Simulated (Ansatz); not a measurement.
CH$_{7}$ClO$_{3}$Si$_{2}$, singlet, geometry from GFN2-xTB, atoms displaced at random by about 0.03 Å a coordinate; Ansatz (a program for electronic structure) with B3LYP/STO-3G, gradient.

Ansatz was given this input:
Ansatz 0.2 input:
```yaml
crystal:
  periodic: [false, false, false]
  atoms:
    - {symbol: Si, position_ang: [1.81519140, 0.18202598, -0.63637480]}
    - {symbol: Cl, position_ang: [1.95887688, -1.11397092, 0.97642025]}
    - {symbol: C, position_ang: [0.12517046, -0.06315275, -1.37315112]}
    - {symbol: Si, position_ang: [-1.21463571, 0.31949620, -0.12219979]}
    - {symbol: O, position_ang: [-2.74773879, 0.42683707, -0.78096492]}
    - {symbol: O, position_ang: [-0.90077385, 1.73345025, 0.42290401]}
    - {symbol: O, position_ang: [-1.34635532, -0.83443267, 1.02831388]}
    - {symbol: H, position_ang: [2.16047613, 1.45278312, -0.13995457]}
    - {symbol: H, position_ang: [2.80316692, -0.40987760, -1.58836160]}
    - {symbol: H, position_ang: [-0.07346829, -1.04009666, -1.72804797]}
    - {symbol: H, position_ang: [0.02242023, 0.62763409, -2.22437290]}
    - {symbol: H, position_ang: [-3.24905512, -0.34566199, -0.81979471]}
    - {symbol: H, position_ang: [-1.57644262, 2.33599826, 0.88698724]}
    - {symbol: H, position_ang: [-0.60133393, -1.10123082, 1.46193651]}
basis:
  gaussian:
    orbitals: STO-3G
hamiltonian:
  xc: b3lyp
output: {forces: true}
```

Problem. Predict the main parts of the log of this Ansatz run.

Solution. 
```
Functional definition: B3LYP
680 factors; integrals over basis functions are off by at most 4.0e-5 eV
mean field evaluation 1: about -35148.8464 eV, gradient 3.9e1 eV
mean field evaluation 2: about -35150.6682 eV, gradient 3.2e1 eV
mean field evaluation 4: about -35153.9128 eV, gradient 1.1e0 eV
mean field evaluation 8: about -35153.8929 eV, gradient 2.1e-2 eV
mean field -35153.89291956 eV, -1291.8817366293 hartree, gradient 1.8e-5 eV, S^2 0.000000; 0 other end points of the search recorded, 0 dependent functions left out
the calculation of the forces begins
reference -35153.89315463 eV, -1291.8817452680 hartree; 41, 41 occupied and 13, 13 virtual orbitals, 680 factors
Total energy: -35153.89315463 eV, -1291.8817452680 hartree
Atom 0 at     1.815191     0.182026    -0.636375 Å, force     0.836937    -2.033553    -2.281687 eV/Å
Atom 1 at     1.958877    -1.113971     0.976420 Å, force    -0.053069    -0.637682     1.148753 eV/Å
Atom 2 at     0.125170    -0.063153    -1.373151 Å, force    -0.193612     2.397842     0.695997 eV/Å
Atom 3 at    -1.214636     0.319496    -0.122200 Å, force    -2.182221    -3.722910    -1.803636 eV/Å
Atom 4 at    -2.747739     0.426837    -0.780965 Å, force     2.809873     5.486863    -0.146802 eV/Å
Atom 5 at    -0.900774     1.733450     0.422904 Å, force     1.509202     5.541961     1.979666 eV/Å
Atom 6 at    -1.346355    -0.834433     1.028314 Å, force    -6.775090     1.177780    -2.691293 eV/Å
Atom 7 at     2.160476     1.452783    -0.139955 Å, force     0.131534     1.094092     0.140672 eV/Å
Atom 8 at     2.803167    -0.409878    -1.588362 Å, force    -0.414505     0.870009     0.666614 eV/Å
Atom 9 at    -0.073468    -1.040097    -1.728048 Å, force     0.331169    -1.599183    -0.606712 eV/Å
Atom 10 at     0.022420     0.627634    -2.224373 Å, force    -0.025436    -0.140202     0.069177 eV/Å
Atom 11 at    -3.249055    -0.345662    -0.819795 Å, force    -2.763224    -5.300949     0.019243 eV/Å
Atom 12 at    -1.576443     2.335998     0.886987 Å, force     0.245110    -1.093068    -0.514283 eV/Å
Atom 13 at    -0.601334    -1.101231     1.461937 Å, force     6.543331    -2.040999     3.324290 eV/Å
Dipole moment:    -0.052712     0.264071    -0.321584 e Å
```
